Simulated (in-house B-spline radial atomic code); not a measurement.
RPA and G0W0 for Mo⁶⁺, [Ar] 3d10 4s2 4p6, as one setting changes: the share of exact exchange in the PBE hybrid start. A dash marks a level of low quasi-particle weight. Computed with a B-spline radial code for spherical atoms: all electrons, scalar-relativistic (spin-free one-electron X2C), finite nucleus, each spin shell either full or empty, empty states to l = 9 with an (l + 1/2)⁻⁴ tail; G0W0 by contour deformation at full frequency.

```
share of exact exchange in the PBE hybrid start  mean-field level (eV)  G0W0 level (eV)  RPA correlation (Eh)
                                              0                -117.14       4p -126.70               -2.7789
                                            0.1                      ?                ?                     ?
                                            0.2                -119.24       4p -126.78                -2.732
                                            0.3                -120.29       4p -126.82               -2.7097
                                            0.4                      ?                ?                     ?
                                            0.5                -122.40       4p -126.87               -2.6669
                                            0.6                -123.45       4p -126.90               -2.6463
                                            0.7                -124.50       4p -126.92               -2.6263
                                            0.8                -125.55       4p -126.94               -2.6069
                                            0.9                -126.60       4p -126.96               -2.5878
                                              1                -127.65       4p -126.98               -2.5693
```

(1) What belongs in the row for 0.4?

(2) What belongs in the row for 0.1?

(3) At what share of exact exchange does G0W0 leave the highest level unchanged?

Results:

(1) mean-field level (eV): -121.34; G0W0 level (eV): 4p -126.85; RPA correlation (Eh): -2.688.

(2) mean-field level (eV): -118.19; G0W0 level (eV): 4p -126.74; RPA correlation (Eh): -2.7551.

(3) Near 0.93, where the shift changes sign (-0.361 eV at 0.9, +0.672 eV at 1).
